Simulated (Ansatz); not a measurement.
**Worked example: C2H2F3I + NaOH → C2H3F3O + NaI**

Species: C2H2F3I (1,1,1-trifluoro-2-iodoethane) `FC(F)(F)CI`, singlet; NaOH `[OH][Na]`, singlet; C2H3F3O (2,2,2-trifluoroethanol) `OCC(F)(F)F`, singlet; NaI (Sodium Iodide), singlet. The partners trade I for OH: C–I and Na–OH bonds give way to C–OH and Na–I.

Shapes, held fixed at every level: PBE0-D4/def2-TZVP. Flexible molecules stand in one conformer, not always the lowest. Programs: Ansatz 0.2.0. The zero-point and thermal change to 298 K, harmonic and unscaled (PBE0-D4/def2-TZVP), is +9.1 kJ/mol.

At CCSD(T)/def2-TZVPP; 1 Eh = 2625.50 kJ/mol:

| species | energy (Eh) |
| --- | --- |
| C2H2F3I | -673.650271 |
| NaOH | -237.782673 |
| C2H3F3O | -452.237847 |
| NaI | -459.252961 |

**Question.** Work out ΔH(298 K) of the reaction at this level.

**Answer.** 
1. Products less reactants: (-452.237847) + (-459.252961) − [(-673.650271) + (-237.782673)] = -0.057864 Eh = -151.9 kJ/mol.
2. With the thermal change: -151.9 + (+9.1) = -142.8 kJ/mol.

Other levels give -180.0 (CCSD(T)/def2-SVP) to -143.3 kJ/mol (B3LYP-D4/def2-TZVPP). No measured value is set beside it here. For atoms past krypton def2 sets carry core potentials with scalar relativity. Outer-core shells of I, Na are correlated in most correlated rows, in sets that cover them unevenly.
